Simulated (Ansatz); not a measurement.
# One reagent, a row of partners

Four-centre ligand exchange: H₂ meets different compounds of Ge. Each row is one chosen step, not always the lowest open to these reactants.

Gas-phase electronic energies, without zero-point energy, by CCSD(T) at an estimated basis limit (MP2 extrapolated from triple and quadruple zeta, plus CCSD(T) − MP2 in triple zeta); Ansatz 0.2.0, def2-TZVPP and QZVPP, frozen cores, on PBE0-D4/def2-TZVP structures. Extrapolation: Hartree–Fock as exp(−7.88 √X), correlation as X^−2.97. All energies, in kJ/mol, count from the separated reactants, without counterpoise correction; the start and end structures are the complexes reached by relaxing down from the saddle, and deeper ones may exist. Brackets give SMILES, or, where every atom is bracketed, only which atoms are joined. Steps whose reference was doubtful or whose search ended elsewhere are left out.

| reactants | products | broken | formed | start structure | saddle | end structure | saddle by PBE-D4/TZ |
| --- | --- | --- | --- | --- | --- | --- | --- |
| CH₇GeN ([CH3][NH][GeH3]) + H₂ | CH₅N ([CH3][NH2]) + GeH₄ | Ge–N, H–H | Ge–H, H–N | -3.8 | 184.5 | -32.2 | 144.6 |
| GeH₄O ([OH][GeH3]) + H₂ | GeH₄ + H₂O | Ge–O, H–H | Ge–H, H–O | -2.9 | 205.9 | -10.0 | 160.8 |
| GeF₄ ([F][Ge]([F])([F])[F]) + H₂ | GeHF₃ ([F][GeH]([F])[F]) + HF | F–Ge, H–H | F–H, Ge–H | -1.6 | 193.3 | 2.0 | 152.7 |
| CH₆GeS ([CH3][GeH2][SH]) + H₂ | CH₆Ge ([CH3][GeH3]) + H₂S | Ge–S, H–H | Ge–H, H–S | -3.2 | 249.6 | 21.7 | 202.8 |
| GeH₃Br ([GeH3][Br]) + H₂ | GeH₄ + HBr | Br–Ge, H–H | Br–H, Ge–H | -2.5 | ? | 54.0 | 191.0 |

Task: Fit a straight line of the saddle against the PBE-D4 saddle to the 4 complete rows, and use it to predict the missing value.

Result: Means: x̄ = 165.2, ȳ = 208.3. Σ(x − x̄)(y − ȳ) = 2241 and Σ(x − x̄)² = 2014, so the slope is 1.113 (correlation 1.00). For x = 191.0: y = 208.3 + 1.113 × (191.0 − (165.2)) = 237.0 kJ/mol. The calculation gives 226.5 kJ/mol, so the line misses by 10.5 kJ/mol.

Above its own start structure that saddle lies 229.0 kJ/mol.

Task: How do the PBE-D4 saddles lie against the coupled-cluster estimate?

Result: All lower, by 35.5 to 46.8 kJ/mol.

T1 diagnostic: at most 0.014. The filled d shells of Br, Ge are correlated in sets not built for that, so values that involve them are less sure.

For scale, one of the runs: CCSD(T)/def2-TZVPP, 236 basis functions, launched by `ansatz run in.yaml --threads 4 --pin off --events-out ev --progress --plain --max-ram 9574MiB`. Time: 36 s of wall clock on 4 CPU threads of an AMD EPYC 9R45; the host was shared. Peak host memory: 4.5 GiB.
